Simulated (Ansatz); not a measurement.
A nudged elastic band was laid between two geometries of a periodic cell of 17 atoms, BW16 (surface W(110), adsorbate B).

All numbers below come from DFT PBE-D3(BJ), scalar-relativistic, plane waves, PAW (Ansatz 0.2.0). Settings: PAW set soft_1, cutoff 420 eV, k mesh 3x4x1, gaussian smearing 0.05 eV, no spin polarisation.

```
movable images  : 5
climbing image  : yes
spring          : 5.0 eV/Å²
optimiser       : quadratic models (default)
start path      : straight line
force threshold : 0.05 eV/Å
iteration limit : 51
end points      : relaxed
atoms held      : 1 to 4
```

Image 0:

```xyz
17
Lattice="6.3200 0.0000 0.0000 3.1600 4.4689 0.0000 0.0000 0.0000 17.7034" Properties=species:S:1:pos:R:3
W 0.000 2.234 1.000
W 3.160 2.234 1.000
W 1.580 4.469 1.000
W 4.740 4.469 1.000
W -0.001 0.004 3.174
W 3.162 -0.004 3.174
W 1.581 2.232 3.182
W 4.740 2.237 3.182
W 0.001 2.234 5.418
W 3.160 2.234 5.366
W 1.580 4.469 5.443
W 4.741 4.469 5.451
W 0.006 0.089 7.677
W 3.155 -0.089 7.677
W 1.696 2.237 7.608
W 4.625 2.231 7.608
B 6.320 2.234 8.833
```

Image 6:

```xyz
17
Lattice="6.3200 0.0000 0.0000 3.1600 4.4689 0.0000 0.0000 0.0000 17.7034" Properties=species:S:1:pos:R:3
W 0.000 2.234 1.000
W 3.160 2.234 1.000
W 1.580 4.469 1.000
W 4.740 4.469 1.000
W 0.001 -0.003 3.182
W 3.160 0.003 3.182
W 1.579 2.238 3.174
W 4.742 2.230 3.174
W 0.000 2.234 5.443
W 3.161 2.234 5.451
W 1.581 4.469 5.418
W 4.740 4.469 5.366
W 0.116 0.003 7.608
W 3.045 -0.004 7.608
W 1.586 2.323 7.677
W 4.735 2.145 7.677
B 7.900 4.468 8.833
```

(1) What changes between the two ends?

(2) Give the energies along the band, and the barrier.

(3) What is the geometry of the highest image?

The band took 6 iterations and roughly 50 core-minutes.

Results:

(1) The atom that moves furthest is B17, by 2.74 Å; four of its nearest neighbours are W16 2.09, W15 2.09, W14 2.44, W13 2.44 Å at the first end and W14 2.09, W13 2.09, W16 2.44, W15 2.44 Å at the last.

(2) It converged. The highest image is number 3 of 0 to 6, 1.05 eV above the ends, which have the same energy within 2 meV. By the program's own check the climbing image is a first-order saddle point (lowest curvatures found: -2.43 and 0.53 eV/Å²). Limits of this set-up: coarse k mesh, thin slab, slab without dipole correction, odd electron count without spin, a typed lattice constant that wasn't relaxed here.

```json
{"image": "0", "path coordinate (Å)": "0.00", "energy (eV)": "0.00"}
{"image": "1", "path coordinate (Å)": "0.52", "energy (eV)": "0.16"}
{"image": "2", "path coordinate (Å)": "1.04", "energy (eV)": "0.74"}
{"image": "3", "path coordinate (Å)": "1.56", "energy (eV)": "1.05"}
{"image": "4", "path coordinate (Å)": "2.08", "energy (eV)": "0.74"}
{"image": "5", "path coordinate (Å)": "2.61", "energy (eV)": "0.16"}
{"image": "6", "path coordinate (Å)": "3.13", "energy (eV)": "0.00"}
```

(3) 
```xyz
17
Lattice="6.3200 0.0000 0.0000 3.1600 4.4689 0.0000 0.0000 0.0000 17.7034" Properties=species:S:1:pos:R:3
W 0.000 2.234 1.000
W 3.160 2.234 1.000
W 1.580 4.469 1.000
W 4.740 4.469 1.000
W 0.000 -0.001 3.183
W 3.161 0.000 3.177
W 1.579 2.234 3.177
W 4.740 2.236 3.183
W -0.011 2.248 5.428
W 3.184 2.218 5.415
W 1.591 4.455 5.428
W 4.716 4.485 5.415
W -0.015 0.000 7.631
W 3.114 0.027 7.651
W 1.626 2.207 7.651
W 4.755 2.234 7.631
B 7.110 3.352 9.160
```

The run took 17 min on 4 threads of Arm Neoverse V2, with other jobs on the host, peak memory 4.1 GiB.
